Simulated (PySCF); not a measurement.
C₆H₅Cl, SMILES Clc1ccccc1. Heavy atoms are numbered as in [Cl:1][c:2]1[cH:3][cH:4][cH:5][cH:6][cH:7]1. Hydrogens are named by the atom that carries them.

Coordinates come from a PBE0-D3(BJ)/def2-SVP optimisation.

All values below come from PBE/def2-TZVP (PySCF).

ESP charges are fitted to the potential on shells at 1.4 to 2.0 van der Waals radii. Atomic charges (e), one atom of each kind:

| atom | meta-Löwdin | ESP fit |
|---|---|---|
| Cl1 | -0.05 | -0.10 |
| C2 | 0.01 | 0.05 |
| C3 (CH) | -0.13 | -0.10 |
| C4 (CH) | … | -0.15 |
| C5 (CH) | … | -0.14 |
| H on C3 | 0.13 | 0.13 |
| H on C4 | … | 0.14 |
| H on C5 | … | 0.14 |

Task: Complete the blanks. (The exact figures need the calculation; the answer reports its results.)

Result: 
- C4 (CH), meta-Löwdin: -0.11
- C5 (CH), meta-Löwdin: -0.13
- H on C4, meta-Löwdin: 0.13
- H on C5, meta-Löwdin: 0.12

Task: Give the Mayer and Wiberg (Löwdin basis) orders of the bonds. (Estimate from the structure and the level; the computed values follow.)

Result: 
```
bond    Mayer  Wiberg
------  -----  ------
Cl1–C2   0.94    1.66
C2–C3    1.37    1.54
C3–C4    1.40    1.59
C4–C5    1.41    1.58
C5–C6    1.41    1.58
C2–C7    1.37    1.54
C6–C7    1.40    1.59
```
